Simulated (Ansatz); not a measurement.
Geometry optimisation, RHF/def2-SVP in Ansatz.

The input (input.yaml):

```yaml
crystal:
  periodic: [false, false, false]
  atoms:
    - { symbol: Ta, position_ang: [0.0, 0.0, 0.0] }
    - { symbol: O, position_ang: [2.37, 0.0, 0.0] }
    - { symbol: H, position_ang: [2.7071, -0.5308, 0.7903] }
    - { symbol: Cl, position_ang: [0.0, 0.0, 2.47] }
    - { symbol: Cl, position_ang: [0.0, 0.0, -2.47] }
    - { symbol: Cl, position_ang: [-1.235, 2.139, 0.0] }
    - { symbol: Cl, position_ang: [-1.235, -2.139, 0.0] }
    - { symbol: Br, position_ang: [0.9302, 2.3057, 1.5878] }
    - { symbol: H, position_ang: [2.1856, 1.1033, 0.7598] }
basis:
  gaussian: { orbitals: def2-SVP }
hamiltonian:
  xc: hf
relax:
  f_tol: 0.15
  max_steps: 25
  restrain:
    - { distance: [0, 7], at: 2.65, k: 30.0 }
    - { distance: [8, 1], at: 1.01, k: 30.0 }
    - { distance: [0, 1], at: 3.22, k: 30.0 }
    - { distance: [8, 7], at: 2.75, k: 30.0 }
output:
  orbitals: {}
```

Command:

```bash
$ ansatz run input.yaml --threads 4 --pin off --max-ram 5120MiB --backend cpu --events-out ev --progress --plain --runs-dir out
```

Q: Where does it end, and by what steps?

A: The run converged. The restraints hold the end off the free minimum. After 11 steps the energy has fallen by 6.353 eV (the restraints' own energy left out); Cl6 moved furthest, 1.46 Å. Parted: Ta1–O2 (2.37 → 3.20 Å). Joined: O2–H9 (1.35 → 0.97 Å).

| step | energy less start (eV) | largest force component (eV/Å) | accepted |
| --- | --- | --- | --- |
| 0 | 0.0000 | 5.059 | yes |
| 1 | -0.9319 | 4.515 | yes |
| 2 | -1.7597 | 3.785 | yes |
| 3 | -2.9802 | 3.267 | yes |
| 4 | -4.0594 | 2.237 | yes |
| 5 | -4.8745 | 1.548 | yes |
| 6 | -5.4514 | 1.364 | yes |
| 7 | -5.8794 | 1.197 | yes |
| 8 | -6.1483 | 1.284 | yes |
| 9 | -6.2937 | 1.350 | yes |
| 10 | -6.3322 | 1.423 | yes |
| 11 | -6.3525 | 1.288 | yes |

```xyz
9
Properties=species:S:1:pos:R:3
Ta -0.450 0.522 0.205
O 2.620 -0.389 0.304
H 2.916 -0.833 1.084
Cl -0.162 -0.068 2.446
Cl 0.217 0.782 -1.999
Cl -2.506 1.450 0.203
Cl -0.889 -1.704 -0.248
Br 1.082 2.583 0.742
H 2.896 0.536 0.401
```

Time of the run: 88 s on 4 threads of Intel(R) Xeon(R) Platinum 8259CL CPU @ 2.50GHz (Skylake/Cascade Lake) (shared host), peak memory 0.62 GiB.
